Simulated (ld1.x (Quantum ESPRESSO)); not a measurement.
Values are calculated unless marked as measured or tabulated.
Potentials for tungsten compared

Generated with ld1.x 7.5 (TM, RRKJ, ultrasoft, PAW), atompaw 4.2 or ONCVPSP 4.0.1. The cutoff is in Ry: for ld1.x and atompaw files where the sum of valence levels is converged to 10 mRy in a Bessel basis, for ONCV files where the hardest occupied wave has 1 mHa per electron of residual kinetic energy. The error is the largest all-electron minus pseudo excitation energy over each file’s own four to seven test configurations (ionisations up to +4, promotions, holes and added fractions of an electron), all of which were solved. The labels leave out finer settings (local radius, basis sizes, second energies), which also bear on the numbers. Spin-polarised tests are not counted. The rows are a selection from randomly drawn settings: files with unsolved tests, undetermined cutoffs or missed reference levels are left out.

A true bound ghost makes a file unfit for plane-wave use even where its test errors are small: the radial tests pick states by their node count and pass the ghost by.

```csv
potential,cutoff (Ry),largest error (meV),bound ghosts
"TM, PBEsol, scalar-relativistic, rc 2.05/2.70/2.15 (spd), local s, core correction no, reference 5d4 6s1.5 6p0",30,-134,none
"ultrasoft, BLYP, scalar-relativistic, rc 2.45/3.25/1.75 (spd), local smoothed, core correction yes, reference 5d4 6s0.5 6p0",30,-20,s
```

Task: Fill in the row for W: ultrasoft, PBE, non-relativistic, rc 3.55/3.00/2.55 (spd), local smoothed, core correction yes, reference 5d4 6s1.75 6p0.25.

Result: cutoff 15 Ry, largest error -163 meV, bound ghosts: s.

Task: Fill in the row for W: RRKJ, PBE, scalar-relativistic, rc 2.75/2.10/4.08 (spd), local s, core correction yes, reference 5p6 5d4 6s2 6p0.

Result: cutoff 25 Ry, largest error -960 meV, bound ghosts: none.

Task: Fill in the row for W: ultrasoft, LDA (PZ), scalar-relativistic, rc 2.05/2.62/1.90 (spd), local smoothed, core correction yes, reference 5s2 5p6 5d4 6s1.5 6p0.

Result: cutoff 30 Ry, largest error -18 meV, bound ghosts: none.
